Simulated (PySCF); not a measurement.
**Name the molecule from its bond curve**

A diatomic of charge -1 contains Se. Its singlet curve at PBE0 in a double-zeta basis (no relativity, PySCF), in eV from the separated fragments:

| R (Å) | E (eV) |
| --- | --- |
| 1.622 | -1.512 |
| 1.697 | -2.035 |
| 1.773 | -2.317 |
| 1.829 | -2.416 |
| 1.886 | -2.442 |
| 1.943 | -2.414 |
| 2.018 | -2.316 |
| 2.112 | -2.130 |
| 2.225 | -1.859 |
| 2.376 | -1.474 |

The fit gives ωe = 552 cm⁻¹ and the rotational constant Bₑ = 0.3100 cm⁻¹.

**Question.** Which atom is the partner?

**Answer.** The minimum lies at 1.882 Å, so the reduced mass is 16.8576 u Å² cm⁻¹/(Bₑ·Re²) = 15.35 u. With Se at 79.92 u the partner weighs about 19.0 u: F. The molecule is SeF⁻.
